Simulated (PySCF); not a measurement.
GeH₄Se. Atoms are numbered in the order given.

```xyz
6

Ge    -0.0020    -1.1699     0.0000
Se     0.0423     1.2086     0.0000
H     -0.7118    -1.6932    -1.2587
H      1.4742    -1.5892     0.0000
H     -0.7118    -1.6932     1.2587
H     -1.4255     1.3186     0.0000
```
Charge 0, spin multiplicity 1.

Geometry optimised at B3LYP-D3(BJ)/def2-TZVP.

The numbers are results of B3LYP/pcSseg-2 in PySCF, not measurements.

GIAO shieldings, no solvent; atoms alike by connectivity are averaged. δ = σ(ref) − σ: ⁷³Ge against GeH4 (σ = 1629.1 ppm); ⁷⁷Se against Me2Se (σ = 1646.2 ppm); ¹H against TMS (σ = 31.68 ppm), references at their B3LYP-D3(BJ)/def2-TZVP geometries, non-relativistic.

### Question
Estimate the chemical shifts. (The exact figures need the calculation; the answer reports its results.)

### Answer

```csv
nucleus,atoms,count,δ (ppm)
⁷³Ge,Ge1,1,151.1
⁷⁷Se,Se2,1,-497.7
¹H,"H3, H4, H5",3,5.00
¹H,H6,1,0.44
```
